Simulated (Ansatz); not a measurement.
`COc1ccc(-c2ccc(-c3ccc(-c4ccc(-c5ccc(C(F)=C(F)F)cc5)cc4)cc3)cc2)cc1`. Total charge 0; triplet. Geometry r2SCAN-D4/def2-SVP, that of the neutral singlet; atoms count from 1.

```xyz
60

C    -3.825   -4.054   10.898
O    -3.912   -4.722    9.659
C    -3.420   -4.102    8.561
C    -3.540   -4.803    7.348
C    -3.062   -4.249    6.168
C    -2.450   -2.977    6.146
C    -1.944   -2.390    4.888
C    -1.981   -1.000    4.661
C    -1.501   -0.447    3.477
C    -0.964   -1.257    2.457
C    -0.458   -0.669    1.200
C    -0.572   -1.354   -0.026
C    -0.099   -0.798   -1.211
C     0.515    0.469   -1.230
C     1.014    1.062   -2.488
C     0.359    0.833   -3.714
C     0.825    1.398   -4.898
C     1.971    2.216   -4.916
C     2.464    2.817   -6.171
C     3.838    3.023   -6.395
C     4.303    3.591   -7.577
C     3.407    3.982   -8.592
C     3.957    4.573   -9.805
F     5.297    4.729   -9.829
C     3.321    4.986  -10.919
F     2.018    4.919  -11.105
F     3.937    5.506  -11.955
C     2.027    3.782   -8.376
C     1.575    3.211   -7.191
C     2.628    2.442   -3.691
C     2.160    1.880   -2.506
C     0.632    1.153   -0.004
C     0.156    0.598    1.181
C    -0.930   -2.646    2.682
C    -1.406   -3.199    3.868
C    -2.340   -2.292    7.368
C    -2.813   -2.836    8.565
H    -2.775   -3.860   11.184
H    -4.283   -4.718   11.642
H    -4.374   -3.095   10.883
H    -4.026   -5.782    7.362
H    -3.191   -4.800    5.232
H    -2.430   -0.345    5.413
H    -1.581    0.632    3.321
H    -1.059   -2.333   -0.051
H    -0.191   -1.366   -2.142
H    -0.544    0.216   -3.735
H     0.299    1.185   -5.833
H     4.561    2.705   -5.639
H     5.376    3.729   -7.728
H     1.299    4.084   -9.129
H     0.498    3.095   -7.040
H     3.511    3.086   -3.663
H     2.705    2.064   -1.576
H     1.087    2.147    0.016
H     0.279    1.151    2.117
H    -0.484   -3.303    1.928
H    -1.325   -4.278    4.024
H    -1.845   -1.317    7.395
H    -2.693   -2.271    9.491
```

Single mean-field runs in def2-SVP are fitted with def2-universal-jkfit. At PBE0-D4/def2-SVP a singlet of charge 0 lies 2.93 eV below the triplet at the same geometry.

Q: Estimate the Mulliken populations of the heavy atoms from the PBE0/def2-SVP orbitals of Ansatz.

A: 
| atom | charge (e) | spin (α − β) |
| --- | --- | --- |
| C1 | 0.11 | 0.00 |
| O2 | -0.34 | 0.00 |
| C3 | 0.22 | 0.00 |
| C4 | -0.04 | 0.00 |
| C5 | -0.03 | 0.00 |
| C6 | 0.03 | 0.00 |
| C7 | 0.04 | 0.02 |
| C8 | -0.04 | -0.01 |
| C9 | -0.03 | 0.01 |
| C10 | 0.03 | -0.02 |
| C11 | 0.03 | 0.07 |
| C12 | -0.03 | -0.03 |
| C13 | -0.03 | 0.05 |
| C14 | 0.03 | -0.05 |
| C15 | 0.03 | 0.23 |
| C16 | -0.03 | -0.09 |
| C17 | -0.03 | 0.15 |
| C18 | 0.03 | -0.05 |
| C19 | 0.03 | 0.49 |
| C20 | -0.03 | 0.04 |
| C21 | -0.02 | 0.09 |
| C22 | -0.04 | 0.40 |
| C23 | 0.19 | -0.04 |
| F24 | -0.20 | 0.01 |
| C25 | 0.34 | 0.49 |
| F26 | -0.15 | 0.03 |
| F27 | -0.14 | 0.04 |
| C28 | -0.03 | 0.17 |
| C29 | -0.03 | -0.05 |
| C30 | -0.03 | 0.15 |
| C31 | -0.03 | -0.09 |
| C32 | -0.03 | 0.05 |
| C33 | -0.03 | -0.03 |
| C34 | -0.03 | 0.01 |
| C35 | -0.04 | -0.01 |
| C36 | -0.03 | 0.00 |
| C37 | -0.11 | 0.00 |
Mulliken values depend strongly on the basis.

Q: Where does the spin sit?

A: Summed by element: C 1.95, O 0.00, F 0.08, H -0.03, of 2 unpaired in all. Largest on single atoms: C25 0.49, C19 0.49, C22 0.40.

Q: And the Mayer bond orders between heavy atoms (over 0.3, the first 40 of 41)?

A: C1–O2 0.95 (1.41 Å); O2–C3 1.11 (1.35 Å); C3–C4 1.35 (1.41 Å); C3–C37 1.31 (1.40 Å); C4–C5 1.42 (1.39 Å); C5–C6 1.34 (1.41 Å); C6–C7 1.02 (1.48 Å); C6–C36 1.39 (1.40 Å); C7–C8 1.36 (1.41 Å); C7–C35 1.36 (1.41 Å); C8–C9 1.41 (1.39 Å); C9–C10 1.36 (1.41 Å); C10–C11 1.02 (1.48 Å); C10–C34 1.36 (1.41 Å); C11–C12 1.36 (1.41 Å); C11–C33 1.36 (1.41 Å); C12–C13 1.41 (1.39 Å); C13–C14 1.35 (1.41 Å); C14–C15 1.04 (1.48 Å); C14–C32 1.35 (1.41 Å); C15–C16 1.31 (1.41 Å); C15–C31 1.31 (1.41 Å); C16–C17 1.45 (1.39 Å); C17–C18 1.28 (1.41 Å); C18–C19 1.15 (1.48 Å); C18–C30 1.27 (1.41 Å); C19–C20 1.14 (1.41 Å); C19–C29 1.17 (1.41 Å); C20–C21 1.62 (1.39 Å); C21–C22 1.11 (1.41 Å); C22–C23 1.28 (1.46 Å); C22–C28 1.08 (1.41 Å); C23–F24 1.05 (1.35 Å); C23–C25 1.29 (1.35 Å); C25–F26 1.13 (1.32 Å); C25–F27 1.17 (1.31 Å); C28–C29 1.62 (1.39 Å); C30–C31 1.45 (1.39 Å); C32–C33 1.41 (1.39 Å); C34–C35 1.41 (1.39 Å).
